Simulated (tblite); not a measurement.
C5H14NPSi.
Geometry (GFN2-xTB, Å), atoms numbered from 1 in this order:
```xyz
22
C5H14NPSi angstrom
C     -1.341   -1.143   -0.883
C     -1.133    0.051    0.057
C     -2.469    0.448    0.688
C     -0.556    1.239   -0.718
C     -0.163   -0.354    1.145
N      1.033   -0.700    1.035
Si     2.293   -0.838   -0.104
P      3.369    1.128    0.053
H     -0.396   -1.462   -1.312
H     -1.770   -1.982   -0.339
H     -2.019   -0.870   -1.689
H     -2.339    1.290    1.365
H     -3.179    0.737   -0.083
H     -2.892   -0.384    1.248
H     -0.429    2.095   -0.059
H     -1.228    1.520   -1.526
H      0.413    0.992   -1.144
H     -0.578   -0.349    2.157
H      2.067   -1.018   -1.550
H      3.040   -1.985    0.413
H      4.585    0.603   -0.338
H      3.679    1.000    1.391
```

All values are computed: GFN2-xTB (tblite) harmonic vibrations without scaling, gas phase. This tight-binding method is rough: wavenumbers can miss measured ones by several per cent, in bad cases by 10 to 20. Modes of hydrogen on phosphorus and silicon can be 10 to 20 % off. One conformer, not necessarily the lowest.

Harmonic wavenumbers (cm⁻¹): 38.4, 50.7, 82.2, 104.0, 139.4, 158.3, 207.1, 234.6, 256.6, 267.5, 352.1, 357.3, 387.5, 401.6, 463.4, 482.3, 546.9, 607.0, 659.4, 693.4, 720.3, 771.2, 812.8, 833.0, 843.7, 946.8, 963.6, 965.4, 967.6, 1030.8, 1040.0, 1152.2, 1227.8, 1234.5, 1254.4, 1354.9, 1399.4, 1403.9, 1425.4, 1482.1, 1486.6, 1493.1, 1496.0, 1505.3, 1510.7, 1764.2, 2129.6, 2246.6, 2322.1, 2411.0, 2898.9, 3026.4, 3027.3, 3029.4, 3032.7, 3033.3, 3035.5, 3041.1, 3041.7, 3059.5.

A = 2588, B = 724.5, C = 674.6 MHz; mass 147.063 u (most abundant isotopes); point group C1, symmetry number 1.

Task: What is the zero-point energy?

Result: Half the sum of the wavenumbers: 38455 cm⁻¹ = 109.95 kcal/mol.

Task: Entropy at 298.15 K, 1 bar (ideal gas, RRHO, classical rotation)?

Result: Translation 40.89, rotation 29.92, vibration 39.29: S = 110.1 cal/(mol K).

Task: And Cp and H(298.15 K) − H(0)?

Result: Cp = 46.74 cal/(mol K), of which vibrations give 38.79 (their classical limit is 60 R = 119.2); H(298.15 K) − H(0) = 8.44 kcal/mol without the zero-point energy, 6.07 from vibrations.

Task: Blend soft modes into free rotors: weight 1/[1 + (100 cm⁻¹/ν̃)⁴] for the oscillator and the rest for a rotor with moment μB/(μ + B), μ = h/(8π²ν), B = 10⁻⁴⁴ kg m². What vibrational entropy results?

Result: 35.76 cal/(mol K) in place of 39.29, which changes −T·S at 298.15 K by +1.05 kcal/mol.

Task: What must be added to the electronic energy to get the Gibbs energy at 298.15 K and 1 bar?

Result: ZPE + [H(298.15 K) − H(0)] − T·S = 109.95 + 8.44 − 32.83 = 85.56 kcal/mol.

Hindered rotation and anharmonicity are outside this model. Other conformers, if any are populated, would add a mixing term that is left out. The structure is chiral; the term R ln 2 for an equal mix with its mirror image is left out.
